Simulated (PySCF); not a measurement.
Compound: C6H5F2O2 (doublet state).
Numbering: `[O:1]=[C:2]1[CH:3]=[CH:4][CH2:5][C:6]1[O:7][CH:8]([F:9])[F:10]` (hydrogens: H11 on C3; H12 on C4; H13, H14 on C5; H15 on C8)

Geometry (GFN2-xTB, Å), atoms numbered from 1 in this order:
```xyz
15
C6H5F2O2 angstrom
O      1.2844    0.8910    1.4583
C      0.2096    0.5143    0.9828
C     -1.1286    0.6102    1.5912
C     -2.0596    0.1262    0.7676
C     -1.4595   -0.3534   -0.5187
C     -0.0134   -0.0881   -0.3037
O      0.8646   -0.3527   -1.2913
C      2.2130   -0.2559   -1.0354
F      2.8143    0.0073   -2.2029
F      2.6790   -1.4546   -0.6273
H     -1.2783    1.0227    2.5715
H     -3.1164    0.0673    0.9562
H     -1.8499    0.1856   -1.3863
H     -1.6504   -1.4154   -0.6974
H      2.4867    0.5035   -0.2866
```

The hyperfine couplings belong to this conformer and change with its torsions.

Theory: UKS B3LYP, pcH-1 on C F H O, non-relativistic, mean-field spin-orbit, GIAO in PySCF 2.14.0. One conformer (not necessarily the lowest) at the GFN2-xTB geometry, without solvent, vibrations or thermal averaging. Couplings are sensitive to structure, and on GFN2-xTB geometries they can be far from those on DFT ones. Stability of the SCF solution: not tested.

Question: Give the principal g shifts and their parts.

Answer: 
| Δg (ppm) | 1 | 2 | 3 |
| --- | --- | --- | --- |
| relativistic mass correction | -229 | -229 | -229 |
| gauge correction | -9 | 45 | 48 |
| orbital Zeeman/spin–orbit | -47 | 2192 | 5180 |
| total | -285 | 2008 | 4998 |

So g = 2.00203, 2.00433, 2.00732 and g_iso = 2.00456; the tensor is rhombic: the two nearest values differ by 43 % of g3 − g1. Axes: g2 points within 6° of the C6–O7 bond and g3 points within 15° of the O1–C2 bond.

Question: Average each term over the three axes. Which is largest in size?

Answer: The orbital-Zeeman/spin–orbit term 2441, the mass correction -229 and the gauge correction 28 ppm, for a total of 2240 ppm. The orbital-Zeeman/spin–orbit term is the largest in size. The mass correction is the same along every axis, so the anisotropy comes from the other two: their spans along these axes are 57 (gauge) and 5227 ppm (orbital Zeeman/spin–orbit).

Question: At 34.012 GHz, how far is the centre of the isotropic spectrum from where a free electron (g = 2.002319) resonates?

Answer: B = hν/(g μB) with μB/h = 13.99624 MHz/mT gives 1213.63 mT for the free electron and 1212.28 mT at g_iso, 1.36 mT lower.

Question: What are the electron Larmor frequencies g μB B/h along the three axes at 1200 mT?

Answer: 33.6252, 33.6637, 33.7139 GHz for g1, g2 and g3, a range of 88.7 MHz.

Question: In a frozen sample, at which fields do the three g values resonate at 9.5, 34, 94 and 263 GHz (hyperfine left aside), and which band first spreads them over more than twice a line width of 1.0 mT?

Answer: 
```json
{"band": "X", "GHz": "9.5", "B(g3) mT": "338.14", "B(g2) mT": "338.64", "B(g1) mT": "339.03", "spread mT": "0.89"}
{"band": "Q", "GHz": "34.0", "B(g3) mT": "1210.18", "B(g2) mT": "1211.99", "B(g1) mT": "1213.38", "spread mT": "3.19"}
{"band": "W", "GHz": "94.0", "B(g3) mT": "3345.80", "B(g2) mT": "3350.79", "B(g1) mT": "3354.63", "spread mT": "8.83"}
{"band": "J", "GHz": "263.0", "B(g3) mT": "9361.13", "B(g2) mT": "9375.09", "B(g1) mT": "9385.83", "spread mT": "24.70"}
```

The spread grows in proportion to the frequency. Q band is the first where it exceeds 2.0 mT.

Largest spin populations (Mulliken): C6 (+0.62), O1 (+0.27), O7 (+0.10) and C4 (+0.09). The angles at C6 add up to 359.9°, so it is planar.

The HOMO–LUMO gaps are 4.75 eV among the α and 3.81 eV among the β orbitals.
